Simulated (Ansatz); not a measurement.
## Worked example: CH3Cl + GaH2(NH2) → CH5N + GaH2Cl

Species: CH3Cl (chloromethane) `CCl`, singlet; GaH2(NH2), singlet; CH5N (methylamine) `CN`, singlet; GaH2Cl `[Cl][GaH2]`, singlet. The partners trade Cl for NH2: C–Cl and Ga–NH2 bonds give way to C–NH2 and Ga–Cl.

Shapes, held fixed at every level: PBE0-D4/def2-TZVP. Programs: Ansatz 0.2.0. The zero-point and thermal change to 298 K, harmonic and unscaled (PBE0-D4/def2-TZVP), is +4.8 kJ/mol.

At CCSD(T)/def2-TZVPP; 1 Eh = 2625.50 kJ/mol:

| species | energy (Eh) |
| --- | --- |
| CH3Cl | -499.560551 |
| GaH2(NH2) | -1980.546097 |
| CH5N | -95.699696 |
| GaH2Cl | -2384.429188 |

Q: Work out ΔH(298 K) of the reaction at this level.

A: 
1. Products less reactants: (-95.699696) + (-2384.429188) − [(-499.560551) + (-1980.546097)] = -0.022236 Eh = -58.4 kJ/mol.
2. With the thermal change: -58.4 + (+4.8) = -53.6 kJ/mol.

Other levels give -67.6 (MP2/def2-SVP) to -55.7 kJ/mol (r2SCAN-D4/def2-TZVPP). No measured value is set beside it here. Relativity is left out for Ga unless named. Correlated rows may include outer-core shells of Ga, which these sets cover unevenly.
